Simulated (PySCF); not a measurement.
**C₆ coefficients of unlike pairs at HSE06**

Calculated with PySCF 2.14 from the dipole response of each species, C₆(A,B) = (3/π) ∫ α_A(iu) α_B(iu) du, in atomic units, from isotropic polarisabilities. For ions this is the dispersion term alone; charge-induced terms of lower order in 1/R come first.

```tsv
species	configuration	basis	relativity	α (bohr³)	C₆ (like pair)
Hg³⁺	[Xe] 4f14 5d9 (2D)	aug-cc-pwCVTZ-PP with ECP60MDF (8s8p7d4f3g)	core potential	5.628	32.34
V²⁺	[Ar] 3d3 (4F)	aug-cc-pVDZ (7s6p4d2f)	none	4.277	12.21
C⁺	[He] 2s2 2p1 (2P)	aug-cc-pVQZ (6s5p4d3f2g)	none	6.076	14.55
```

(1) Estimate C₆ for C⁺ with V²⁺.

No spin-orbit coupling is included.

The other pairs:

```csv
pair,C₆
"V²⁺, Hg³⁺",19.71
"C⁺, Hg³⁺",19.70
```

Answers

(1) The integral gives 12.71. The combination rule 2 C_A C_B / (C_A α_B/α_A + C_B α_A/α_B) gives 12.88 and the geometric mean 13.33.
